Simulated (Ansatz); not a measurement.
Frontier orbitals of C$_{3}$H$_{9}$FSn, SMILES `[CH3][Sn]([CH3])([CH3])[F]`.

The species carries charge 0 and has multiplicity 1. Correlated methods include outer-core shells of Sn, which these sets cover unevenly. Sn takes the def2 core potential. The structure was optimised at the PBE0-D4/def2-TZVP level. Basis def2-TZVPP, the Gaussian-basis code of Ansatz.

Orbital energies of one run (eV). Highest occupied ones, from the top: -6.98, -6.98, -8.41, -8.41, -8.65, -9.78, -9.91, -9.91, -10.12, -10.12, -10.25, -11.80, -16.83, -16.83. Empty: -0.78, -0.53, 0.38, 0.38, 0.89, 1.42.

(1) Which functional gave them?
A. r2SCAN0
B. HSE06 (plane-wave form)
C. LDA (SPW92)
D. BHLYP

Answers

(1) C. HOMO energies: LDA (SPW92) -6.98, BHLYP -9.22, r2SCAN0 -8.27, HSE06 -7.69 eV.
